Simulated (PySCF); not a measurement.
Gas-phase reaction: Ga₂H₆ + 2 GaCl₂ + N₂ → 2 GaCl₂NH₂ + 2 GaH

Method: PySCF energies plus ideal-gas RRHO corrections (1 bar). † marks an energy on the PBE0/def2-TZVP geometry and frequencies; other levels use their own. MP2 and CCSD(T) freeze the core. 6-31G* has spherical d functions here. Open shells (unrestricted): GaCl₂ (multiplicity 2); the rest are closed-shell singlets. Ga: all electrons, no relativistic terms. Ga₂H₆, GaCl₂, GaCl₂NH₂, GaH: computed as isolated molecules; such fragments, hydroxides, amides, oligomers or adducts are transient or little studied in the gas. MP2 isn't extrapolated to the basis-set limit; its ΔH°(298 K) is -68.1 kJ in def2-SVP and -91.4 kJ in def2-TZVPP. CCSD(T) isn't extrapolated to the basis-set limit; its ΔH°(298 K) is -78.9 kJ in def2-SVP and -94.4 kJ in def2-TZVPP. The harmonic model lacks anharmonicity and excited electronic states, which grow with temperature; levels with a mode under 35 cm⁻¹ are left out. Soft modes under 120 cm⁻¹ make the harmonic entropy rough for GaCl₂, GaCl₂NH₂. Warning, point group unlike the PBE0 one: GaCl₂NH₂ (PBE/def2-SVP).

| level | ΔE electronic, kJ | ΔH°(298 K), kJ | ΔS°(298 K), J/K | ΔG°(1200 K), kJ |
|---|---|---|---|---|
| BLYP/def2-TZVP† | -126 | -94 | 3 | -104 |
| CCSD(T)/def2-SVP† | -110 | -79 | 3 | -89 |
| HF/6-31G* | -60 | -24 | -20 | -5 |
| M06-2X/def2-TZVP† | -150 | -119 | 3 | -128 |
| MP2/def2-SVP† | -99 | -68 | 3 | -78 |
| MP2/def2-TZVPP† | -123 | -91 | 3 | -101 |
| PBE/def2-SVP | -110 | -80 | -5 | -79 |
| PBE/def2-TZVP† | -118 | -87 | 3 | -97 |
| PBE0/def2-TZVP | -132 | -101 | 3 | -111 |
| r2SCAN/def2-TZVP† | -96 | -64 | 3 | -74 |
ΔH° is lowest at M06-2X/def2-TZVP† and highest at HF/6-31G*. No reference value is set beside these.
